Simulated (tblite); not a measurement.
C₆H₉FN₂.
Bonds: C1–C2, C2–N3 (aromatic), N3–N4 (aromatic), N4–C5, N4–C6 (aromatic), C6–C7, C6–C8 (aromatic), C8–F9, C2–C8 (aromatic). Hydrogens: H10, H11, H12 on C1; H13, H14, H15 on C5; H16, H17, H18 on C7.

Computed with GFN2-xTB (tblite), gas phase: L-BFGS steps from a force-field or distance-geometry start until the largest atomic force falls under 0.01 eV/Å.

Step 21: E = -762.4925 eV
```
atom  x, y, z in Å  |  force x, y, z in eV/Å
C1      2.9755   -0.2116    0.0161   -0.003   0.002  -0.001
C2      1.4956   -0.0979    0.0129   -0.008   0.024  -0.011
N3      0.8549    1.0580   -0.0374    0.019   0.053  -0.010
N4     -0.4504    0.7899   -0.0315    0.022   0.035   0.004
C5     -1.3986    1.8641   -0.0988    0.007  -0.002   0.003
C6     -0.6992   -0.5403    0.0194   -0.011   0.021   0.007
C7     -2.0594   -1.1303    0.0519   -0.014  -0.002   0.002
C8      0.5481   -1.1307    0.0514   -0.024  -0.022   0.002
F9      0.8027   -2.4515    0.1108   -0.026  -0.059  -0.002
H10     3.2992   -0.8396   -0.8117    0.035   0.000  -0.022
H11     3.4138    0.7765   -0.0804    0.013   0.003   0.005
H12     3.3160   -0.6737    0.9412    0.015   0.009   0.021
H13    -2.1957    1.7167    0.6314    0.020   0.002  -0.015
H14    -0.8610    2.7851    0.1237   -0.030  -0.038  -0.021
H15    -1.8371    1.9396   -1.0984    0.007  -0.026   0.043
H16    -1.9807   -2.2138    0.0844   -0.002   0.008   0.001
H17    -2.6021   -0.7902    0.9341   -0.020  -0.012   0.008
H18    -2.6302   -0.8438   -0.8308   -0.001   0.006  -0.015
```

Step 22: E = -762.4930 eV
```
atom  x, y, z in Å  |  force x, y, z in eV/Å
C1      2.9764   -0.2110    0.0158    0.007   0.002   0.002
C2      1.4961   -0.0986    0.0131   -0.015   0.021  -0.016
N3      0.8554    1.0578   -0.0377    0.030   0.026  -0.003
N4     -0.4497    0.7894   -0.0315    0.018   0.015   0.015
C5     -1.3986    1.8618   -0.0980    0.004   0.015  -0.005
C6     -0.6990   -0.5403    0.0195   -0.012   0.006   0.015
C7     -2.0600   -1.1288    0.0522   -0.032  -0.009  -0.002
C8      0.5480   -1.1313    0.0515   -0.016  -0.019   0.000
F9      0.8001   -2.4526    0.1099   -0.018  -0.056   0.000
H10     3.3033   -0.8384   -0.8117    0.020   0.011  -0.015
H11     3.4122    0.7785   -0.0797    0.014  -0.001  -0.001
H12     3.3198   -0.6718    0.9408    0.002   0.009   0.018
H13    -2.1958    1.7168    0.6324    0.024  -0.008  -0.010
H14    -0.8609    2.7823    0.1218   -0.019  -0.007  -0.010
H15    -1.8364    1.9362   -1.0971   -0.012  -0.024   0.021
H16    -1.9861   -2.2128    0.0839    0.017   0.011   0.004
H17    -2.6036   -0.7888    0.9341   -0.011  -0.007   0.001
H18    -2.6299   -0.8420   -0.8311   -0.001   0.014  -0.013
```

**Question.** Estimate the geometry and energy of step 23. (The exact step hangs on the optimiser's Hessian estimate; all steps are aligned on step 22, rigid shifts and turns removed.)

**Answer.** E = -762.4932 eV, largest force 0.032 eV/Å
```
atom  x, y, z in Å  |  force x, y, z in eV/Å
C1      2.9771   -0.2106    0.0157    0.004   0.002   0.002
C2      1.4961   -0.0988    0.0129    0.011  -0.007  -0.015
N3      0.8561    1.0580   -0.0379    0.016   0.005   0.000
N4     -0.4489    0.7894   -0.0312    0.011   0.007   0.018
C5     -1.3985    1.8606   -0.0976    0.005   0.013  -0.007
C6     -0.6991   -0.5402    0.0198   -0.010  -0.009   0.017
C7     -2.0609   -1.1280    0.0522   -0.024  -0.002  -0.004
C8      0.5476   -1.1320    0.0516   -0.008  -0.016  -0.002
F9      0.7983   -2.4543    0.1094   -0.017  -0.027   0.000
H10     3.3063   -0.8375   -0.8119    0.008   0.019  -0.006
H11     3.4115    0.7797   -0.0793    0.013  -0.004  -0.003
H12     3.3222   -0.6705    0.9409   -0.010   0.011   0.011
H13    -2.1955    1.7169    0.6328    0.018  -0.014   0.000
H14    -0.8612    2.7807    0.1206   -0.007   0.021  -0.003
H15    -1.8363    1.9337   -1.0960   -0.024  -0.021  -0.001
H16    -1.9890   -2.2121    0.0836    0.025   0.011   0.005
H17    -2.6046   -0.7880    0.9342   -0.008  -0.005  -0.003
H18    -2.6298   -0.8407   -0.8316   -0.003   0.016  -0.009
```

The energy changes by -0.0003 eV. The first-order estimate −F·Δx gives -0.0004 eV and the mean of the old and new forces, exact on a quadratic surface, -0.0003 eV. The step makes an angle of 64° with the force vector and moves no atom by more than 0.003 Å.

What follows is the cost of the whole relaxation. Hardware: one thread, Arm Neoverse N1 (aarch64), no GPU, shared host with 64 logical CPUs at a one-minute load of 26. Cost: 0.61 s wall.
